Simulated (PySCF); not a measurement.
BTe⁺ at PW91

Computed with PW91; B aug-cc-pVDZ, Te aug-cc-pVDZ-PP with ECP28; scalar-relativistic core potentials (PySCF 2.14).

For BTe⁺, the state is ³Π (triplet), unpaired electrons σ ↑, π ↑, the bond length is 2.076 Å and the harmonic wavenumber is 659 cm⁻¹. The force constant is 2.59 mdyn/Å and the rotational constant Be is 0.3855 cm⁻¹. The anharmonicity ωexe is 4.78 cm⁻¹. The vibration–rotation constant αe is 0.00325 cm⁻¹, the well depth De to B⁺ + Te is 79.5 kcal/mol and the dissociation energy D0 is 78.5 kcal/mol. The bond order (Mayer) is 1.53 and the dipole moment (positive dipole points towards Te; it is taken about the centre of mass and depends on that origin) is -2.28 D.

Spin–orbit coupling is left out, which matters for elements this heavy, above all for dissociation energies. For an ion De counts to the pair picked by the measured ionisation energies or electron affinities, which need not be the lowest pair at this level. The state was picked by a PBE0 search and need not be the measured ground state.
